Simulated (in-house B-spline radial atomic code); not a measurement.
Inner levels of hafnium as electrons are removed. A shift is the extra binding of the orbital against the neutral atom ([Xe] 4f14 5d2 6s2). The density at the nucleus is averaged over the nuclear charge. Computed with a radial B-spline atomic code at the basis-set limit: Dirac-Hartree-Fock, average of the configuration, finite nuclei.

```
  ion      configuration  shift of 3p1/2 (eV)  shift of 3s1/2 (eV)  shift of 2s1/2 (eV)  radius of 3p1/2 (bohr)  radius of 3s1/2 (bohr)  radius of 2s1/2 (bohr)  Σ<r²> (bohr²)  change of density at nucleus (bohr⁻³)
Hf28+           [Kr] 4d8               986.19               985.93               989.16                 0.19688                 0.20673                0.079739         4.6548                                 231.16
Hf29+           [Kr] 4d7              1045.83              1045.23              1053.54                 0.19669                 0.20656                 0.07973         4.3565                                 421.85
Hf30+           [Kr] 4d6              1106.39              1105.43              1119.08                  0.1965                 0.20638                0.079721         4.0678                                 618.24
Hf31+           [Kr] 4d5              1167.88              1166.54              1185.77                 0.19629                 0.20619                0.079712         3.7882                                 820.35
Hf32+           [Kr] 4d4              1230.28              1228.55               1253.6                 0.19608                   0.206                0.079702         3.5173                                1028.18
Hf33+           [Kr] 4d3               1293.6              1291.45              1322.58                 0.19586                  0.2058                0.079691         3.2547                                1241.72
Hf34+           [Kr] 4d2              1357.82              1355.24               1392.7                 0.19563                 0.20559                 0.07968         3.0002                                1460.99
Hf35+           [Kr] 4d1              1422.94              1419.91              1463.96                  0.1954                 0.20538                0.079669         2.7533                                1685.97
Hf36+  [Ar] 3d10 4s2 4p6              1488.97              1485.45              1536.35                 0.19515                 0.20515                0.079657         2.5137                                1916.67
Hf37+  [Ar] 3d10 4s2 4p5                    ?                    ?                    ?                       ?                       ?                       ?              ?                                      ?
Hf38+  [Ar] 3d10 4s2 4p4                    ?                    ?                    ?                       ?                       ?                       ?              ?                                      ?
Hf39+  [Ar] 3d10 4s2 4p3              1688.24              1684.35              1758.33                 0.19476                 0.20454                0.079606         1.8371                                2458.72
Hf40+  [Ar] 3d10 4s2 4p2              1756.01              1751.98              1834.09                 0.19455                 0.20433                0.079588         1.6216                                2644.45
Hf41+  [Ar] 3d10 4s2 4p1                    ?                    ?                    ?                       ?                       ?                       ?              ?                                      ?
Hf42+      [Ar] 3d10 4s2              1893.56              1889.21              1988.25                 0.19412                 0.20389                 0.07955         1.2048                                3023.36
Hf43+      [Ar] 3d10 4s1              1964.44               1957.8              2065.68                 0.19388                 0.20392                0.079546         1.0117                               -1724.17
Hf44+          [Ar] 3d10              2035.93              2026.97              2143.89                 0.19364                 0.20376                0.079539        0.82251                                -6599.4
Hf45+           [Ar] 3d9              2151.76              2141.17              2294.38                 0.19256                 0.20277                0.079486        0.77305                               -6073.42
Hf46+           [Ar] 3d8              2268.88              2256.56              2446.96                 0.19149                 0.20178                0.079431        0.72515                               -5535.59
Hf47+           [Ar] 3d7              2387.31              2373.15              2601.61                 0.19043                  0.2008                0.079373        0.67874                               -4985.92
Hf48+           [Ar] 3d6              2507.03              2490.93              2758.33                 0.18937                 0.19982                0.079314        0.63377                               -4424.36
Hf49+           [Ar] 3d5              2628.04              2609.89              2917.11                 0.18832                 0.19884                0.079253        0.59018                               -3850.85
```

(1) Fill in the row of Hf37+.

(2) Fill in the row of Hf38+.

(3) Fill in the row of Hf41+.

Answers

(1) shift of 3p1/2 (eV): 1554.71; shift of 3s1/2 (eV): 1551.09; shift of 2s1/2 (eV): 1609.46; radius of 3p1/2 (bohr): 0.19517; radius of 3s1/2 (bohr): 0.20496; radius of 2s1/2 (bohr): 0.07964; Σ<r²> (bohr²): 2.283; change of density at nucleus (bohr⁻³): 2094.81.

(2) shift of 3p1/2 (eV): 1621.14; shift of 3s1/2 (eV): 1617.39; shift of 2s1/2 (eV): 1683.46; radius of 3p1/2 (bohr): 0.19497; radius of 3s1/2 (bohr): 0.20475; radius of 2s1/2 (bohr): 0.079623; Σ<r²> (bohr²): 2.0576; change of density at nucleus (bohr⁻³): 2275.49.

(3) shift of 3p1/2 (eV): 1824.45; shift of 3s1/2 (eV): 1820.27; shift of 2s1/2 (eV): 1910.73; radius of 3p1/2 (bohr): 0.19434; radius of 3s1/2 (bohr): 0.20411; radius of 2s1/2 (bohr): 0.079569; Σ<r²> (bohr²): 1.4109; change of density at nucleus (bohr⁻³): 2832.68.
